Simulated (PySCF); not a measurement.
BaF$_{2}$, triplet, at the geometry of the source list (a higher spin typed on purpose: for a closed-shell molecule this is an excited state) (core potentials on Ba). Base run: PBE/def2-SVP (PySCF).

Input for PySCF:
```python
from pyscf import gto, scf, dft

mol = gto.Mole()
mol.atom = '''
    Ba   -0.000000   -0.000000   -0.000000
    F    -0.264400    1.573900   -1.383100
    F     0.264400   -1.573900    1.383100
'''
mol.basis = 'def2-svp'
mol.ecp = {'Ba': 'def2-svp'}
mol.charge = 0
mol.spin = 2
mol.verbose = 4
mol.build()

mf = dft.UKS(mol)
mf.xc = 'pbe'
mf.kernel()
```

The base run was repeated with changes; each row names its change, and settings that it needs were set with it.

| change | basis functions | E (Eh) | HOMO (eV) |
|---|---|---|---|
| base | 51 | -224.77219 | -2.81 |
| basis = jorge-DZP-DKH; relativity = spin-free X2C (without mol.ecp = {'Ba': 'def2-svp'}) | 71 | -8304.96876 | -2.43 |
| basis = x2c-TZVPall; relativity = spin-free X2C (without mol.ecp = {'Ba': 'def2-svp'}) | 131 | -8334.36960 | -2.78 |
| basis = x2c-TZVPall; relativity = spin-free X2C; nucleus = Gaussian (with mol.nucmod = 'G'; without mol.ecp = {'Ba': 'def2-svp'}) | 131 | -8334.07204 | -2.78 |
| basis = jorge-DZP-DKH; relativity = none (without mol.ecp = {'Ba': 'def2-svp'}) | 71 | -7769.32490 | -2.15 |
| basis = jorge-DZP-DKH; relativity = spin-free X2C; nucleus = Gaussian (with mol.nucmod = 'G'; without mol.ecp = {'Ba': 'def2-svp'}) | 71 | -8304.69717 | -2.43 |
| basis = ANO-RCC-VDZP; relativity = spin-free X2C (without mol.ecp = {'Ba': 'def2-svp'}) | 75 | -8334.12180 | -2.99 |
| basis = x2c-TZVPall; relativity = none (without mol.ecp = {'Ba': 'def2-svp'}) | 131 | -7978.46925 | -2.57 |
| basis = ANO-RCC-VDZP; relativity = none (without mol.ecp = {'Ba': 'def2-svp'}) | 75 | -7742.63590 | -3.24 |
| basis = ANO-RCC-VDZP; relativity = spin-free X2C; nucleus = Gaussian (with mol.nucmod = 'G'; without mol.ecp = {'Ba': 'def2-svp'}) | 75 | -8333.77552 | -2.99 |

Absolute energies of different levels of theory aren't comparable as measures of quality.

Open shells are given as the SCF converged; they aren't shown to be the lowest states, and a large step between rows can be another state.

Basis sets contracted for a relativistic Hamiltonian are a mismatch without it, so the rows without relativity aren't non-relativistic limits. No row has spin-orbit coupling; sets with core potentials leave out the core electrons.
